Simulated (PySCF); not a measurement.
# From orbital energies to excitation energies

C4H4FNO2.
Numbering: `[CH3:1][O:2][c:3]1[cH:4][o:5][n:6][c:7]1[F:8]` (hydrogens: H9, H10, H11 on C1; H12 on C4)

Geometry (PBE0-D3(BJ)/def2-SVP, Å), atoms numbered from 1 in this order:
```
atom  x, y, z in Å
C1     1.8498    0.0152   -0.5762
O2     0.6775    0.7874   -0.6339
C3    -0.3831    0.2600   -0.0239
C4    -0.5838   -0.9053    0.6609
O5    -1.8589   -0.9546    1.0845
N6    -2.5308    0.1582    0.7001
C7    -1.6679    0.8763    0.0482
F8    -1.9921    2.0329   -0.4675
H9     2.1729   -0.1417    0.4685
H10    1.7042   -0.9685   -1.0576
H11    2.6282    0.5678   -1.1156
H12    0.0473   -1.7521    0.9169
```

Computed with TDDFT CAM-B3LYP/def2-SVPD, vertical, gas phase, core orbitals frozen in the response (PySCF 2.14.0, density-fitted response routines).

Orbital energies (eV): HOMO-3 -11.98, HOMO-2 -10.70, HOMO-1 -9.83, HOMO -8.68, LUMO 0.49, LUMO+1 0.95, LUMO+2 1.43.

Among the lowest singlets, which states do these configurations lead, and at what energies: HOMO-1→LUMO, HOMO→LUMO, HOMO-2→LUMO?

```json
{"state": "S1", "leading configuration": "HOMO→LUMO", "weight": "0.95", "Δε (eV)": "9.17", "E (eV)": "6.11", "E − Δε (eV)": "-3.06", "f": "0.098", "other configurations": "–"}
{"state": "S3", "leading configuration": "HOMO-2→LUMO", "weight": "0.96", "Δε (eV)": "11.19", "E (eV)": "6.86", "E − Δε (eV)": "-4.33", "f": "0.0056", "other configurations": "–"}
{"state": "S5", "leading configuration": "HOMO-1→LUMO", "weight": "0.88", "Δε (eV)": "10.32", "E (eV)": "7.19", "E − Δε (eV)": "-3.13", "f": "0.073", "other configurations": "–"}
```

E − Δε runs from -4.33 to -3.06 eV. By orbital difference alone the order would be S1, S5, S3. Δε is the difference of the two orbital energies.

H and L stand for HOMO and LUMO. The other states: S2 6.62 eV, f 0.019, H→L+1 (53%), H→L+2 (38%); S4 6.96 eV, f 0.011, H→L+2 (52%), H→L+1 (39%); S6 7.79 eV, f 0.0022, H→L+3 (54%), H-1→L+2 (12%), H→L+6 (8%).

Summed over the main configurations (up to three a state, each over 8%) of all 6 singlets, the electron leaves HOMO with weight 3.40, HOMO-1 with weight 1.01 and HOMO-2 with weight 0.96.

On one thread, Arm Neoverse V2 (aarch64), shared host with 48 logical CPUs at a one-minute load of 23, this took 34 s of wall time (grids of density and orbitals included) and 0.93 GiB of memory at its peak.

One conformer stands for the species.
